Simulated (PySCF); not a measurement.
ClSn, SMILES [Cl][Sn] (connectivity only; charge and spin as stated), neutral, multiplicity 2.

Geometry optimised at B3LYP-D3(BJ)/def2-TZVP. The def2 effective core potentials stand for the cores of Sn; spin–orbit coupling is left out.

The numbers are results of PBE/def2-TZVPD (PySCF), not measurements.

The molecule is in vacuum.

Problem. Estimate the frontier levels, dipole moment. (Estimate from the structure and the level; the computed values follow.)

Solution. 
```yaml
"α spin, highest occupied and lowest empty level": -4.05 and -3.93 eV
"β spin, highest occupied and lowest empty level": -7.51 and -3.62 eV
dipole_moment: 2.55 D
"⟨S²⟩": 0.752 (pure state 0.75)
```
